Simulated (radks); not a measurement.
Trend from Hf2+ to Hg2+: ionisation energy by Delta-SCF between NIST ground configurations, and size. Method: scalar-relativistic Kohn-Sham, SCAN, spin-polarised, spherical densities, finite nucleus; open shells are filled with parallel spins first (spin-orbit coupling, left out, can overturn this in heavy ions); meta-GGA in the generalised Kohn-Sham scheme; Fermi nuclear charge, rms radius of each element as measured or else 0.836 A^(1/3) + 0.57 fm; computed with a radial shooting solver on a logarithmic mesh with Libxc functionals.

species,configuration,configuration of the ion,IE (eV),NIST (eV),kind,-e(HOMO) (eV),outermost,<r> outermost (bohr),r at 0.001 e/bohr^3 (bohr)
Hf2+,[Xe] 4f14 5d2,[Xe] 4f14 5d1,22.239,22.55,theory,17.297 (5d),5d,2.09,3.69
Ta2+,[Xe] 4f14 5d3,[Xe] 4f14 5d2,24.427,23,theory,19.230 (5d),5d,1.97,3.72
W2+,[Xe] 4f14 5d4,[Xe] 4f14 5d3,26.548,26.0,semi-emp.,21.095 (5d),5d,1.86,3.70
Re2+,[Xe] 4f14 5d5,[Xe] 4f14 5d4,28.628,27,theory,22.926 (5d),5d,1.76,3.65
Os2+,[Xe] 4f14 5d6,[Xe] 4f14 5d5,26.226,25,theory,20.872 (5d),5d,1.71,3.63
Ir2+,[Xe] 4f14 5d7,[Xe] 4f14 5d6,28.782,28,theory,23.027 (5d),5d,1.63,3.59
Pt2+,[Xe] 4f14 5d8,[Xe] 4f14 5d7,31.099,29,theory,25.069 (5d),5d,1.56,3.54
Au2+,[Xe] 4f14 5d9,[Xe] 4f14 5d8,33.332,30,theory,27.064 (5d),5d,1.49,3.48
Hg2+,[Xe] 4f14 5d10,[Xe] 4f14 5d9,35.548,34.49,exp.,29.030 (5d),5d,1.43,3.43

Reference values: NIST Atomic Spectra Database (exp. = measured, semi-emp. = semi-empirical, theory = theoretical value adopted there). Open shells are spherical and high-spin; term and fine-structure splittings are not resolved. Spin-orbit splitting is averaged out at the scalar-relativistic level.
